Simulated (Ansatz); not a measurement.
`C[S][Ti]([F])([F])[Cl]` + `[NH2][GeH]([F])[Cl]` → `C[NH][GeH]([F])[Cl]` + `[F][Ti]([F])([SH])[Cl]`  (substitution at a C–S bond)

Gas-phase electronic energies from Ansatz, PBE0-D4/def2-TZVP geometries. CBS: MP2 limit from def2 TZ/QZ plus the TZ coupled-cluster correction, frozen cores. Functionals use def2-TZVPP. B3LYP here is the variant with VWN-RPA as its local correlation; programs differ in this. HSE06 is defined as in plane-wave codes. For Ge, Ti outer-core shells are correlated without core-valence functions, which leaves a few kJ/mol of doubt a bond. Scalar relativity is left out up to krypton. Each species was taken in one conformer, which may not be the lowest.

`C[S][Ti]([F])([F])[Cl]`:

```xyz
9

C    -0.157    1.296    0.839
S    -1.085   -0.271    0.878
Ti    0.098   -1.350   -0.693
F     1.785   -1.254   -0.239
F    -0.520   -2.975   -0.741
Cl   -0.177   -0.285   -2.589
H    -0.337    1.795    1.790
H     0.914    1.125    0.732
H    -0.520    1.917    0.022
```

`[NH2][GeH]([F])[Cl]`:

Z-matrix (Å, degrees):
```
Ge
F 1 1.738
Cl 1 2.129 2 105.2
N 1 1.803 2 112.3 3 116.1
H 1 1.525 2 106.3 3 -119.2
H 4 1.010 1 115.0 2 -70.6
H 4 1.010 1 115.6 2 59.4
```

`C[NH][GeH]([F])[Cl]`:

Z-matrix (Å, degrees):
```
C
N 1 1.453
H 1 1.093 2 109.8
H 1 1.096 2 114.0 3 -121.8
H 1 1.093 2 109.7 3 117.2
Ge 2 1.801 1 119.9 3 -163.5
H 2 1.010 1 113.0 3 58.9
Cl 6 2.152 2 114.1 1 -64.1
F 6 1.726 2 105.3 1 -178.6
H 6 1.526 2 113.3 1 60.6
```

`[F][Ti]([F])([SH])[Cl]`:

Cartesian coordinates in Å:
```
F -0.435 -1.180 1.341
Ti -0.486 0.108 0.171
F -1.274 1.537 0.761
S 1.640 0.728 -0.308
Cl -1.467 -0.627 -1.634
H 2.021 -0.566 -0.331
```

```json
{"level": "LDA (SPW92)", "ΔE (kcal/mol)": "7.5", "difference from CCSD(T)/CBS": "-1.3"}
{"level": "PBE-D4", "ΔE (kcal/mol)": "8.4", "difference from CCSD(T)/CBS": "-0.4"}
{"level": "revPBE-D4", "ΔE (kcal/mol)": "8.5", "difference from CCSD(T)/CBS": "-0.3"}
{"level": "BLYP-D4", "ΔE (kcal/mol)": "8.1", "difference from CCSD(T)/CBS": "-0.7"}
{"level": "r2SCAN-D4", "ΔE (kcal/mol)": "8.5", "difference from CCSD(T)/CBS": "-0.3"}
{"level": "B97M-V", "ΔE (kcal/mol)": "8.3", "difference from CCSD(T)/CBS": "-0.5"}
{"level": "PBE0-D4", "ΔE (kcal/mol)": "8.1", "difference from CCSD(T)/CBS": "-0.7"}
{"level": "B3LYP-D4", "ΔE (kcal/mol)": "7.8", "difference from CCSD(T)/CBS": "-1.0"}
{"level": "r2SCAN0-D4", "ΔE (kcal/mol)": "8.2", "difference from CCSD(T)/CBS": "-0.6"}
{"level": "HSE06-D4", "ΔE (kcal/mol)": "8.1", "difference from CCSD(T)/CBS": "-0.7"}
{"level": "BHLYP-D4", "ΔE (kcal/mol)": "7.4", "difference from CCSD(T)/CBS": "-1.4"}
{"level": "CAM-B3LYP-D4", "ΔE (kcal/mol)": "7.2", "difference from CCSD(T)/CBS": "-1.6"}
{"level": "ωB97X-V", "ΔE (kcal/mol)": "7.5", "difference from CCSD(T)/CBS": "-1.3"}
{"level": "ωB97M-V", "ΔE (kcal/mol)": "8.0", "difference from CCSD(T)/CBS": "-0.8"}
{"level": "B2PLYP", "ΔE (kcal/mol)": "8.2", "difference from CCSD(T)/CBS": "-0.6"}
{"level": "PBE-QIDH", "ΔE (kcal/mol)": "8.3", "difference from CCSD(T)/CBS": "-0.5"}
{"level": "PBE", "ΔE (kcal/mol)": "8.1", "difference from CCSD(T)/CBS": "-0.7"}
{"level": "revPBE", "ΔE (kcal/mol)": "8.0", "difference from CCSD(T)/CBS": "-0.8"}
{"level": "BLYP", "ΔE (kcal/mol)": "7.4", "difference from CCSD(T)/CBS": "-1.4"}
{"level": "r2SCAN", "ΔE (kcal/mol)": "8.4", "difference from CCSD(T)/CBS": "-0.4"}
{"level": "PBE0", "ΔE (kcal/mol)": "7.8", "difference from CCSD(T)/CBS": "-1.0"}
{"level": "B3LYP", "ΔE (kcal/mol)": "7.3", "difference from CCSD(T)/CBS": "-1.5"}
{"level": "r2SCANh", "ΔE (kcal/mol)": "8.3", "difference from CCSD(T)/CBS": "-0.5"}
{"level": "r2SCAN0", "ΔE (kcal/mol)": "8.1", "difference from CCSD(T)/CBS": "-0.7"}
{"level": "HSE06", "ΔE (kcal/mol)": "7.8", "difference from CCSD(T)/CBS": "-1.0"}
{"level": "BHLYP", "ΔE (kcal/mol)": "6.9", "difference from CCSD(T)/CBS": "-1.9"}
{"level": "CAM-B3LYP", "ΔE (kcal/mol)": "6.9", "difference from CCSD(T)/CBS": "-1.9"}
{"level": "LC-ωPBE", "ΔE (kcal/mol)": "7.4", "difference from CCSD(T)/CBS": "-1.4"}
{"level": "RPA@PBE/def2-TZVPP", "ΔE (kcal/mol)": "6.8", "difference from CCSD(T)/CBS": "-2.0"}
{"level": "HF/def2-SVP", "ΔE (kcal/mol)": "3.2", "difference from CCSD(T)/CBS": "-5.6"}
{"level": "MP2/def2-SVP", "ΔE (kcal/mol)": "6.0", "difference from CCSD(T)/CBS": "-2.8"}
{"level": "CCSD/def2-SVP", "ΔE (kcal/mol)": "4.4", "difference from CCSD(T)/CBS": "-4.4"}
{"level": "CCSD(T)/def2-SVP", "ΔE (kcal/mol)": "4.9", "difference from CCSD(T)/CBS": "-3.9"}
{"level": "MP2/def2-TZVPP", "ΔE (kcal/mol)": "9.1", "difference from CCSD(T)/CBS": "0.3"}
{"level": "SCS-MP2/def2-TZVPP", "ΔE (kcal/mol)": "8.1", "difference from CCSD(T)/CBS": "-0.7"}
{"level": "CCSD(T)/def2-TZVPP", "ΔE (kcal/mol)": "7.7", "difference from CCSD(T)/CBS": "-1.1"}
{"level": "SCS-MP2/def2-QZVPP", "ΔE (kcal/mol)": "8.7", "difference from CCSD(T)/CBS": "-0.1"}
{"level": "HF/CBS(def2)", "ΔE (kcal/mol)": "5.4", "difference from CCSD(T)/CBS": "-3.4"}
{"level": "MP2/CBS(def2)", "ΔE (kcal/mol)": "10.1", "difference from CCSD(T)/CBS": "1.3"}
{"level": "CCSD/CBS(def2)", "ΔE (kcal/mol)": "8.0", "difference from CCSD(T)/CBS": "-0.8"}
{"level": "CCSD(T)/CBS", "ΔE (kcal/mol)": "8.8", "difference from CCSD(T)/CBS": "0"}
```

Largest T1 diagnostic among the species: 0.025, so the coupled-cluster value is less sure than usual.

In def2-TZVPP, CCSD(T) changes the Hartree–Fock value by +2.3 kcal/mol (the triples alone add +0.8 kcal/mol) and MP2 by +3.6 kcal/mol. At CCSD(T), def2-SVP lies −3.9 kcal/mol from the extrapolated value and def2-TZVPP −1.1 kcal/mol. Leaving LDA and LC-ωPBE aside and taking each functional with its dispersion term where it has one, the values spread over 1.3 kcal/mol, from CAM-B3LYP-D4 to revPBE-D4.
